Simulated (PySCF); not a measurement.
Job for PySCF: R-HF/STO-3G on C3H9B (SMILES BC(C)C), a point of a torsion scan.

```python
from pyscf import gto, scf, dft, mp
from pyscf.data.elements import chemcore

mol = gto.M(
    atom='''
    B    -0.35696430    1.53226083    0.18804559
    C     0.19206284    0.07317196    0.40391346
    C    -1.09004425   -0.77042876    0.14641863
    C     1.32480384   -0.36741270   -0.52518630
    H    -0.29845070    2.03197934   -0.86708480
    H    -0.90219727    2.08223086    1.06398005
    H     0.51972532   -0.11822255    1.42938088
    H    -1.39255983   -1.30663599    1.04134798
    H    -0.90902190   -1.49154695   -0.64643437
    H    -1.92564097   -0.14257988   -0.16551277
    H     1.04707251   -0.22226595   -1.56676602
    H     1.56605643   -1.41905855   -0.37418609
    H     2.22083060    0.21805416   -0.32879259
    ''',
    basis='sto-3g',
    charge=0, spin=0, verbose=3, max_memory=1800)
mf = scf.RHF(mol)
mf.conv_tol = 1e-8
mf.max_cycle = 100
mf.kernel()
if not mf.converged:
    mf = mf.newton().run(mf.mo_coeff, mf.mo_occ)
```

Output:

```
converged SCF energy = -141.816398061009
```

The calculation finished and met its thresholds.

Cost: very roughly 0.27 core-seconds.
